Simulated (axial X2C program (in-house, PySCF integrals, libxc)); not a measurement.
# Which molecule has these constants?

Computed with an axial X2C code built on PySCF integrals, spin-free (one-electron X2C) or two-component (2c: spin–orbit coupling with atomic mean-field Coulomb and Gaunt terms, which also bring small scalar terms), in Dyall basis sets with cores contracted in-house; open shells are unrestricted.

A two-component PBE0 calculation in a Dyall 3-zeta basis gave Re = 1.741 Å, ωe = 758.8 cm⁻¹, De = 1.20 eV, Ω = 2.

Question: Which molecule is it?
A. AlO⁺
B. AlS⁺
C. AlSe⁺

Answer: A. The others have AlSe⁺ 2.328 Å and 343.7 cm⁻¹ (Ω = 2); AlS⁺ 2.186 Å and 460.8 cm⁻¹ (Ω = 2).

Each entry is the lowest single determinant of a limited PBE0 search at one distance. De goes to single-determinant-based atoms at the same level (for ions the charge split of lowest energy) and is withheld (n/a) where an atom does not fit its ground term or J level. Main or longest-lived isotopes. One determinant is a doubtful description, or other states lie close, for AlO⁺, AlSe⁺, AlS⁺; these need not be ground states, and all values refer to the states named. Some open-shell Ω = 0 determinants are out of reach, so the Ω given for AlO⁺, AlSe⁺, AlS⁺ need not be the lowest component. With several unpaired electrons the Ω given is that of one determinant, not necessarily of the lowest component. Some light 2c atoms are not at their ground J level, so De misses part of their lowering (0.04 eV or less). The functionals have no current term, which raises determinants with orbital currents.
